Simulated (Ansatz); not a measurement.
Relaxed structures of InH2SO (charge -1), singlet (PBE0-D4/def2-TZVPD; forces vanish, vibrations not checked; lower isomers may exist, and structures with a doubtful reference or unclear bonds are left out; Å). Ansatz 0.2.0; basis: def2-TZVPPD; cores frozen in the correlated methods. Filled d shells of the heavier atoms are correlated. Core potentials replace the inner electrons of the atoms past krypton. The def2 sets are not built for correlating such inner shells, so the correlated values are less sure here.

Q: Rank them by CCSD(T) energy, lowest first, and give each one's height above the lowest. Links in brackets join atoms within 1.22 times the sum of their covalent radii (1.1 for two metals). (To be estimated.)
A.
InH₂SO ([OH][In][SH]), total charge -1
```
5
angstrom
O -1.6380 -0.3521 -0.8353
In -0.7638 -0.7017 1.0434
S 1.5214 0.4695 0.3575
H -1.0178 0.1089 -1.4068
H 2.0774 0.2439 1.5588
```
B.
InH₂SO ([OH][InH][S]), total charge -1
```
5
angstrom
O -1.7519 -1.0946 0.9244
In -0.5277 -0.0564 -0.3684
S 1.5729 0.5148 0.3095
H -1.5447 0.1164 -1.7724
H -1.2490 -1.2283 1.7324
```
C.
InH₂SO ([O][InH][SH]), total charge -1
```
5
angstrom
O -1.5045 -1.1045 1.1464
In -0.7345 -0.1725 -0.3028
S 1.6238 0.7029 -0.0868
H -1.1380 0.3487 -1.9185
H 1.7531 0.2253 1.1617
```
D.
InH₂SO ([O][SH][InH]), total charge -1
```
5
angstrom
O 2.3008 1.9657 -0.1589
In -0.5959 -0.4712 -0.4398
S 1.8654 0.5147 0.0587
H -1.0252 0.7809 -1.7455
H 1.5859 0.3585 1.3981
```

A: The calculation gives: A (0.0 kJ/mol), B (43.9 kJ/mol), C (184.4 kJ/mol), D (310.8 kJ/mol). Heights count from the lowest.

The T1 diagnostic stays at or below 0.025. The restricted Hartree–Fock reference is unstable towards an unrestricted one at one or more of these structures.

For scale, one of the runs: CCSD(T)/def2-TZVPPD, 181 basis functions, launched by `ansatz run in.yaml --threads 2 --pin off --events-out ev --progress --plain --max-ram 4352MiB`. Time: 86 s of wall clock on 2 CPU threads of an Arm Neoverse V1; the host was shared. Peak host memory: 1.9 GiB.
